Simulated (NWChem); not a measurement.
System: CH2O4Si; SMILES O1[SiH](OC1=O)O

Here is an NWChem input.

```
start job
memory heap 200 mb stack 900 mb global 1100 mb
geometry units angstroms noautoz
  O      0.345375    -2.381515     0.000000
  C      0.084982    -1.231449     0.000000
  O     -0.102499    -0.404267    -1.079424
  Si    -0.430188     0.875937     0.000000
  O      0.588471     2.141302     0.000000
  O     -0.102499    -0.404267     1.079424
  H     -1.797061     1.405100     0.000000
  H      1.541425     2.000985     0.000000
end
basis spherical
  * library 6-31g*
end
dft
  xc xpbe96 cpbe96
  grid coarse
  iterations 150
  mulliken
end
task dft gradient
```

Parts of the log:

```
             Northwest Computational Chemistry Package (NWChem) 7.3.0
             --------------------------------------------------------

 CS  symmetry detected

                             Geometry "geometry" -> ""
                             -------------------------

 Output coordinates in angstroms (scale by  1.889725989 to convert to a.u.)

  No.       Tag          Charge          X              Y              Z
 ---- ---------------- ---------- -------------- -------------- --------------
    1 O                    8.0000     0.30905542     2.38430997     0.00000000
    2 C                    6.0000     0.06566824     1.23052532     0.00000000
    3 O                    8.0000    -0.10958134     0.40066584    -1.07942400
    4 Si                  14.0000    -0.41833606    -0.88423606     0.00000000
    5 O                    8.0000     0.61889146    -2.13442557     0.00000000
    6 O                    8.0000    -0.10958134     0.40066584     1.07942400
    7 H                    1.0000    -1.77724853    -1.43351939     0.00000000
    8 H                    1.0000     1.56967024    -1.98005621     0.00000000

 Effective nuclear repulsion energy (a.u.)     310.7637915933

      Symmetry information
      --------------------

 Group name             Cs
 Group number              2
 Group order               2
 No. of unique centers     7

  pbe96 is a nonlocal functional; adding pw91lda local functional.

                                 NWChem DFT Module
                                 -----------------

 Summary of "ao basis" -> "ao basis" (spherical)
 ------------------------------------------------------------------------------
       Tag                 Description            Shells   Functions and Types
 ---------------- ------------------------------  ------  ---------------------
 O                           6-31g*                  6       14   3s2p1d
 C                           6-31g*                  6       14   3s2p1d
 Si                          6-31g*                  8       18   4s3p1d
 H                           6-31g*                  2        2   2s

      Symmetry analysis of basis
      --------------------------

        a'         61
        a"         31

            General Information
            -------------------
          SCF calculation type: DFT
          Wavefunction type:  closed shell.
          No. of atoms     :     8
          No. of electrons :    54
           Alpha electrons :    27
            Beta electrons :    27
          Charge           :     0
          Spin multiplicity:     1
          Use of symmetry is: on ; symmetry adaption is: on
          Maximum number of iterations: 150
          AO basis - number of functions:    92
                     number of shells:    42
          Convergence on energy requested:  1.00D-06
          Convergence on density requested:  1.00D-05
          Convergence on gradient requested:  5.00D-04

              XC Information
              --------------
          PerdewBurkeErnzerhof Exchange Functional  1.000
            Perdew 1991 LDA Correlation Functional  1.000 local
           PerdewBurkeErnz. Correlation Functional  1.000 non-local

             Grid Information
             ----------------
          Grid used for XC integration:  coarse
          Radial quadrature: Mura-Knowles
          Angular quadrature: Lebedev.
          Tag              B.-S. Rad. Rad. Pts. Rad. Cut. Ang. Pts.
          ---              ---------- --------- --------- ---------
          O                   0.60       35          11.0       302
          C                   0.70       35           9.0       302
          Si                  1.10       70           8.0       302
          H                   0.35       35          10.0       302
          Grid pruning is: on
          Number of quadrature shells:   280
          Spatial weights used:  Erf1

      Superposition of Atomic Density Guess
      -------------------------------------

 Sum of atomic energies:        -626.49143568

      Non-variational initial energy
      ------------------------------

 Total energy =    -628.940223
 1-e energy   =   -1483.000217
 2-e energy   =     543.296202
 HOMO         =      -0.443657
 LUMO         =       0.064023

      Symmetry analysis of molecular orbitals - initial
      -------------------------------------------------

  Numbering of irreducible representations:

     1 a'          2 a"

  Orbital symmetries:

     1 a'          2 a'          3 a'          4 a"          5 a'
     6 a'          7 a'          8 a'          9 a'         10 a"
    11 a'         12 a'         13 a'         14 a"         15 a'
    16 a'         17 a"         18 a'         19 a'         20 a'
    21 a'         22 a"         23 a'         24 a"         25 a"
    26 a'         27 a"         28 a'         29 a"         30 a'
    31 a'         32 a'         33 a'         34 a'         35 a'
    36 a"         37 a"

     ---------------------------------------------
      Total Density - Mulliken Population Analysis
     ---------------------------------------------

    Atom       Charge   Shell Charges
 -----------   ------   -------------------------------------------------------
    1 O    8     8.85   2.00  0.95  3.11  0.94  1.84  0.02
    2 C    6     4.51   2.00  0.62  1.32  0.22  0.22  0.14
    3 O    8     8.84   2.00  0.93  3.04  0.95  1.90  0.02
    4 Si  14    12.51   2.00  2.00  5.97  0.78  1.11  0.19  0.19  0.27
    5 O    8     8.98   2.00  0.93  3.13  0.89  2.02  0.01
    6 O    8     8.84   2.00  0.93  3.04  0.95  1.90  0.02
    7 H    1     1.03   0.45  0.57
    8 H    1     0.44   0.35  0.09

   convergence    iter        energy       DeltaE   RMS-Dens  Diis-err
 ---------------- ----- ----------------- --------- --------- ---------
 d= 0,ls=0.0,diis     1   -629.0482978242 -9.40D+02  2.76D-02  2.14D+00
 d= 0,ls=0.0,diis     2   -628.1614112774  8.87D-01  2.02D-02  1.15D+01
 d= 0,ls=0.0,diis     3   -629.2322933696 -1.07D+00  5.98D-03  5.52D-01
 d= 0,ls=0.0,diis     4   -629.2744552874 -4.22D-02  2.00D-03  1.34D-01
 d= 0,ls=0.0,diis     5   -629.2870627443 -1.26D-02  3.67D-04  2.74D-03
  Resetting Diis
 d= 0,ls=0.0,diis     6   -629.2873058827 -2.43D-04  1.14D-04  2.60D-04
 d= 0,ls=0.0,diis     7   -629.2873304212 -2.45D-05  1.11D-04  3.88D-05
 d= 0,ls=0.0,diis     8   -629.2873155757  1.48D-05  7.59D-05  1.92D-04
 d= 0,ls=0.0,diis     9   -629.2873341641 -1.86D-05  1.12D-05  2.73D-06
 d= 0,ls=0.0,diis    10   -629.2873343801 -2.16D-07  3.93D-06  4.17D-07

         Total DFT energy =     -629.287334380088
      One electron energy =    -1485.412002782886
           Coulomb energy =      606.448211653475
    Exchange-Corr. energy =      -61.087334843977
 Nuclear repulsion energy =      310.763791593300

 Numeric. integr. density =       54.000006045355

                  Occupations of the irreducible representations
                  ----------------------------------------------

                     irrep           alpha         beta
                     --------     --------     --------
                     a'               19.0         19.0
                     a"                8.0          8.0

                       DFT Final Molecular Orbital Analysis
                       ------------------------------------

 Vector   25  Occ=2.000000D+00  E=-2.950852D-01  Symmetry=a"
              MO Center= -1.3D-01,  2.7D-01,  5.3D-14, r^2= 2.2D+00
   Bfn.  Coefficient  Atom+Function         Bfn.  Coefficient  Atom+Function
  ----- ------------  ---------------      ----- ------------  ---------------
    31      0.315515  3 O  px                77     -0.315515  6 O  px
    33      0.282598  3 O  pz                79      0.282598  6 O  pz
    35      0.240417  3 O  px                81     -0.240417  6 O  px
    37      0.190695  3 O  pz                83      0.190695  6 O  pz
    32     -0.167065  3 O  py                78      0.167065  6 O  py

 Vector   26  Occ=2.000000D+00  E=-2.893924D-01  Symmetry=a'
              MO Center=  8.5D-02,  1.3D+00, -8.8D-14, r^2= 2.9D+00
   Bfn.  Coefficient  Atom+Function         Bfn.  Coefficient  Atom+Function
  ----- ------------  ---------------      ----- ------------  ---------------
     3      0.467805  1 O  px                 7      0.312759  1 O  px
    31     -0.270159  3 O  px                77     -0.270159  6 O  px
    35     -0.196508  3 O  px                81     -0.196508  6 O  px
    64      0.137546  5 O  py                90     -0.137175  7 H  s
    17      0.132739  2 C  px                 4     -0.104488  1 O  py

[...]

                         DFT ENERGY GRADIENTS

    atom               coordinates                        gradient
                 x          y          z           x          y          z
   1 O       0.584030   4.505693   0.000000   -0.008130  -0.038578   0.000000
   2 C       0.124095   2.325356   0.000000    0.003112   0.016529   0.000000
   3 O      -0.207079   0.757149  -2.039816    0.002284   0.007307   0.025914
   4 Si     -0.790541  -1.670964   0.000000    0.001033  -0.004442   0.000000
   5 O       1.169535  -4.033479   0.000000    0.007913   0.012593   0.000000
   6 O      -0.207079   0.757149   2.039816    0.002284   0.007307  -0.025914
   7 H      -3.358513  -2.708959   0.000000    0.003563   0.002631   0.000000
   8 H       2.966247  -3.741764   0.000000   -0.012059  -0.003347   0.000000
```

Level: PBE/6-31G* (spherical d). Structure relaxed at the PBE0/def2-SVP level.
